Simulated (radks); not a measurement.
Values are calculated unless marked as measured or tabulated.
Q: Coherent X-ray form factor from a spherical all-electron density. Code: a radial shooting solver on a logarithmic mesh with Libxc functionals. Model: scalar-relativistic Kohn-Sham, PBE, spin-polarised, spherical densities, finite nucleus; Fermi nuclear charge, rms radius of each element as measured or else 0.836 A^(1/3) + 0.57 fm.

| sin(theta)/lambda (1/angstrom) | f0 (electrons) |
|---|---|
| 0.05 | 53.208 |
| 0.1 | 51.043 |
| 0.15 | 48.014 |
| 0.2 | 44.688 |
| 0.25 | 41.479 |
| 0.3 | 38.588 |
| 0.4 | 33.807 |
| 0.5 | 29.949 |
| 0.6 | 26.656 |
| 0.8 | 21.541 |
| 1 | 18.205 |
| 1.25 | 15.432 |
| 1.5 | 13.141 |
| 2 | 9.187 |

The species is in the configuration that NIST lists as its ground one. Which atom or ion scatters so?

A: The barium ion Ba2+, [Xe]. Extrapolating in s^2 from the first two rows gives f0(0) = 53.9, near the electron count 54; among species with that count, the fall with angle is slower the higher Z, and the table is that of Z = 56; from so few rows the species is fixed only to a neighbour or two.
